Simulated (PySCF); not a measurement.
SiH2MePh, C₇H₁₀Si.
SMILES: `C[SiH2]C1=CC=CC=C1`

Method: TDDFT wB97X-D/def2-SVPD, vertical, gas phase, core orbitals frozen in the response in PySCF 2.14.0, density-fitted response routines. One conformer (not necessarily the lowest) at the PBE0-D3(BJ)/def2-SVP geometry, without solvent, vibrations or thermal averaging.

Computed states:

```tsv
state	E (eV)	f
S1	5.37	0.0013
S2	6.02	0.068
S3	6.81	0.019
S4	6.89	0.475
S5	6.90	0.751
S6	7.06	0.017
S7	7.44	0.0053
S8	7.48	0.0015
S9	7.64	0.0008
```

Each state is given a Gaussian of 0.25 eV full width at half maximum, with ε(max) = 2.175×10⁸ f / Δν̃ (Δν̃ the width in cm⁻¹). The width is an assumption, not a result. The curve ends short of the highest state used, and states not computed would add to its high-energy end.

(1) Give the broadened spectrum and its maxima.

(2) On this curve, what absorbance would a 10⁻⁴ mol/L sample give at 222 nm over a 1 cm path?

(3) Coming from long wavelengths, where does ε first pass 100 L mol⁻¹ cm⁻¹?

(4) Does any computed singlet lie in the visible range?

Results:

(1) 
E (eV), ε (L mol⁻¹ cm⁻¹) and a bar:
```
     5.00          0 
     5.04          1 
     5.09          4 
     5.14         13 
     5.19         33 
     5.24         66 
     5.28         99 
     5.33        133 
     5.38        144 
     5.43        125 
     5.47         95 
     5.52         55 
     5.57         26 
     5.62         15 
     5.66         25 
     5.71         97 
     5.76        343 
     5.81        984 
     5.85       1950 
     5.90       3754 #
     5.95       5791 #
     6.00       7155 ##
     6.04       7224 ##
     6.09       5988 #
     6.14       3976 #
     6.19       2115 
     6.23       1088 
     6.28        388 
     6.33        111 
     6.38         27 
     6.42         15 
     6.47         56 
     6.52        297 
     6.57       1330 
     6.61       3810 #
     6.66      11775 ###
     6.71      29463 #######
     6.76      59496 #############
     6.81      96768 ######################
     6.85     122091 ###########################
     6.90     134167 ##############################
     6.95     118601 ###########################
     7.00      84499 ###################
     7.04      55321 ############
```

Maxima: 231 nm (5.37 eV), ε about 140, made up of S1 (100%); 206 nm (6.02 eV), ε about 7300, made up of S2 (100%); 180 nm (6.90 eV), ε about 130000, made up of S4 (38%) and S5 (60%) (ε in L mol⁻¹ cm⁻¹; maxima over ε = 5, shares over 10%).

(2) 222 nm is 5.585 eV, where ε is about 21 L mol⁻¹ cm⁻¹, so A = ε c l ≈ 0.0021 (Beer–Lambert, with the gas-phase spectrum and the assumed width).

(3) At about 235 nm (5.28 eV), 0.09 eV below S1.

(4) No computed singlet lies in the visible range (380 to 750 nm); the lowest, at 231 nm, stands 2.11 eV above its violet end (3.26 eV).

The vertical ionisation energy (ΔSCF) is 9.09 eV, 1.45 eV above S9.
